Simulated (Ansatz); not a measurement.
IF (iodine monofluoride): from total energies to a heat of formation

IF: 2 atoms, total charge 0, spin state singlet. SMILES: `FI`. Geometry: the measured bond length.

```xyz
2

F     0.0000    0.0000    0.0000
I     0.0000    0.0000    1.9098
```

Total energies at RPA@PBE0/def2-TZVP (core potential), 5 core orbitals frozen (Ansatz 0.2.0); the atoms run unrestricted:

```tsv
species	state	energy (Eh)
IF	singlet	-397.006677
F	doublet	-99.710736
I	doublet	-297.201910
```

Harmonic wavenumbers at wB97M-V/def2-TZVPD, in cm⁻¹: 640.

Measured heats of formation of the gaseous atoms at 298.15 K, in kJ/mol: F 79.4, I 106.8. Spin-orbit lowering of the atoms at 298 K (mean of the ground term's levels less their thermal mean, from spectra), in kJ/mol: F 1.29, I 30.32. Take 1 Eh = 2625.50 kJ/mol, 1 cm⁻¹ = 0.0119627 kJ/mol, RT = 2.479 kJ/mol.

Task: What heat of formation follows?

Result: 
1. Electronic atomisation energy: (-99.710736) + (-297.201910) − (-397.006677) = 0.094031 Eh = 246.9 kJ/mol.
2. Zero-point energy: half the sum of the wavenumbers, 320 cm⁻¹ = 3.8 kJ/mol.
3. Thermal vibrational enthalpy, Σ hcν̃/(exp(hcν̃/kT) − 1): 0.4 kJ/mol. Translation, rotation and pV of a linear molecule: 3.5 RT = 8.7 kJ/mol.
4. The 2 free atoms carry 5/2 RT each: 12.4 kJ/mol.
5. Spin-orbit coupling lowers the free atoms by 1.29 + 30.32 = 31.6 kJ/mol.
6. Atomisation enthalpy at 298 K: 246.9 − 31.6 − 3.8 − 0.4 − 8.7 + 12.4 = 214.8 kJ/mol.
7. Sum of the atoms' heats of formation: 186.2 kJ/mol. Heat of formation: 186.2 − 214.8 = -28.6 kJ/mol.

The tabulated value is -94.8 kJ/mol (NIST-JANAF tables), so this level is off by +66.2 kJ/mol, or 23.6 % of the atomisation enthalpy. Anharmonicity and any spin-orbit splitting of the molecule are left out, and so is core correlation.
